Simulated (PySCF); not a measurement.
Working out the ionisation energy of Xe⁺

Xe⁺ [Kr] 4d10 5s2 5p5 (2P) → Xe²⁺ [Kr] 4d10 5s2 5p4 (3P). All numbers are calculated (PySCF 2.14, a scalar-relativistic core potential, in def2-QZVPPD with the def2 core potential (28 electrons) (8s7p5d4f1g, 91 functions)). Frozen: nothing. Energies in hartree (1 hartree = 27.21139 eV):

| part | Xe⁺ (lower) | Xe²⁺ (upper) |
| --- | --- | --- |
| UHF | -327.878598 | -327.141166 |
| MP2 opposite-spin | -0.539841 | -0.512088 |
| MP2 same-spin | -0.287988 | -0.278030 |

**Question.** What does Hartree-Fock give?

**Answer.** (-327.141166) − (-327.878598) = 0.737432 hartree = 20.067 eV.

**Question.** What do MP2 and SCS-MP2 (6/5 opposite-spin, 1/3 same-spin) give?

**Answer.** The opposite-spin parts differ by 0.755 eV and the same-spin parts by 0.271 eV. MP2: 20.067 + (0.755) + (0.271) = 21.093 eV. SCS-MP2: 20.067 + 1.2 × (0.755) + (0.271)/3 = 21.063 eV.

Reference: 20.975 eV (semi-empirical (NIST evaluation); NIST Atomic Spectra Database, ionization energies), between the lowest levels; spin-orbit coupling is absent from the calculation.

What remains against the reference includes basis incompleteness and correlation beyond second order.
